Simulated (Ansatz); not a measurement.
Several settings on one geometry of `C[Si](C)(Cl)CCC(F)(F)C(F)(F)C(F)(F)C(F)(F)C(F)(F)C(F)(F)F` (that of the charge 0 singlet, r2SCAN-D4/def2-SVP). Ansatz on 2 threads of AMD EPYC 7R13 on a shared host and a share (18 GiB) of an NVIDIA H100 80GB HBM3; times are rough.

Cartesian coordinates in Å:
```
C -3.992 2.074 -0.038
Si -3.925 0.396 0.782
C -4.832 -0.901 -0.213
Cl -4.858 0.549 2.649
C -2.148 -0.122 1.129
C -1.296 -0.301 -0.129
C 0.127 -0.693 0.215
F 0.149 -1.879 0.876
F 0.685 0.241 1.029
C 1.026 -0.823 -1.036
F 0.389 -1.627 -1.919
F 1.156 0.402 -1.595
C 2.447 -1.433 -0.889
F 2.968 -1.484 -2.131
F 2.322 -2.691 -0.429
C 3.494 -0.741 0.032
F 4.629 -1.460 -0.116
F 3.082 -0.845 1.305
C 3.836 0.742 -0.270
F 2.861 1.528 0.214
F 3.941 0.928 -1.598
C 5.172 1.203 0.372
F 5.222 0.835 1.653
F 5.240 2.532 0.302
F 6.211 0.687 -0.275
H -3.524 2.048 -1.036
H -3.468 2.831 0.567
H -5.035 2.406 -0.165
H -5.891 -0.624 -0.343
H -4.390 -1.014 -1.217
H -4.800 -1.881 0.289
H -2.164 -1.063 1.706
H -1.690 0.636 1.788
H -1.240 0.628 -0.721
H -1.702 -1.085 -0.788
```

Totals from different functionals, basis sets or treatments of relativity can't be compared as stabilities.

The 6-31G sets use Cartesian d functions. B3LYP takes the VWN-RPA correlation.

Scalar relativity in a set contracted without it gives distorted totals.

The spins typed aren't always the lowest for that charge.

Q: Give the basis size and estimate the energy, ⟨S²⟩ and time of these runs.

```csv
run,method,charge,state,further keys
1,UKS B3LYP/6-31G*,1,doublet,forces asked
2,RHF/def2-SVPD,0,singlet,fitting: {mean_field: def2-universal-jkfit}; scf: {lower_state_search: off}; forces asked
3,UKS r2SCANh/def2-TZVP,-1,doublet,"fitting: {mean_field: def2-universal-jkfit}; point_charges: [{charge: 0.50, position_ang: [9.287, -0.660, 0.628]}]; pseudopotentials: {relativity: scalar}; scf: {lower_state_search: light}; forces asked"
```

A: 
| run | functions | energy (Eh) | ⟨S²⟩ | wall time |
| --- | --- | --- | --- | --- |
| 1 | 403 | -2434.4002 | 0.75 | 35 s |
| 2 | 630 | -2424.2495 | – | 24 s |
| 3 | 847 | -2437.6906 | 0.75 | 2.2 min |

The highest occupied level of an anion often lies above zero with these methods, and sets without diffuse functions describe the outer electron poorly.
